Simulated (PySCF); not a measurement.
## Ionisation energy along the 24-electron series

Calculated with PySCF 2.14 and a two-component X2C-1e Hamiltonian (Gaussian nucleus, no Breit or QED terms), each ion in its own even-tempered basis scaled to its charge; GMP2 freezes [Ne] and drops the highest virtual spinors. Values in eV. NIST values: (m) measured, (s) semi-empirical, (t) theoretical.

```tsv
ion	configuration	GHF (spin-free)	GMP2 (spin-free)	GHF (screened spin-orbit)	GMP2 (screened spin-orbit)	NIST
Tb⁴¹⁺	[Ar] 3d6	3188.7	3189.7	3190.5	3190.5	3189 ± 4 (t)
Ho⁴³⁺	[Ar] 3d6	3477.3	3478.3	3477.4	3477.3	3476 ± 4 (t)
```

(1) Fill in the row of Dy⁴²⁺.

Answers

(1) configuration: [Ar] 3d6; GHF (spin-free): 3331.2; GMP2 (spin-free): 3332.2; GHF (screened spin-orbit): 3332.3; GMP2 (screened spin-orbit): 3332.2; NIST: 3331 ± 4 (t).
